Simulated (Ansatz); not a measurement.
Ansatz (a first-principles code) job for SiF2, SMILES F[Si]F (connectivity only; charge and spin as stated), neutral, multiplicity 1, PBE0/def2-TZVPD. Geometry optimised at TPSSh-D3(BJ)/def2-TZVP. The isomer is the one that the SMILES or the coordinates give; other isomers of the formula were not compared.

Ansatz 0.2 input:
```yaml
crystal:
  periodic: [false, false, false]
  atoms:
    - {symbol: Si, position_ang: [0.00000000, 0.00000000, 0.57802637]}
    - {symbol: F, position_ang: [0.00000000, 1.23829695, -0.44957606]}
    - {symbol: F, position_ang: [0.00000000, -1.23829695, -0.44957606]}
basis:
  gaussian:
    orbitals: def2-TZVPD
hamiltonian:
  xc: {name: PBE0}
```

Log of the run:

```
WARN ansatz: RAYON_NUM_THREADS=1 ignored (pool sized by the plan → 1); use --threads N
Functional definition: PBE0
integrals: 0.03 GiB planned
690 factors; their error is unknown
mean field: 0.36 GiB planned
mean field evaluation 1: about -13305.0211 eV, gradient 4.6e1 eV
mean field evaluation 2: about -13298.4653 eV, gradient 8.3e1 eV
mean field evaluation 4: about -13308.0306 eV, gradient 6.3e-1 eV
mean field evaluation 8: about -13308.0556 eV, gradient 3.4e-3 eV
mean field -13308.05562744 eV, -489.0620237843 hartree, gradient 2.5e-5 eV, S^2 0.000000; 0 other end points of the search recorded, 0 dependent functions left out
reference -13308.05566287 eV, -489.0620250865 hartree; 16, 16 occupied and 107, 107 virtual orbitals, 690 factors
Total energy: -13308.05566287 eV, -489.0620250865 hartree
```

Self-consistency was reached.
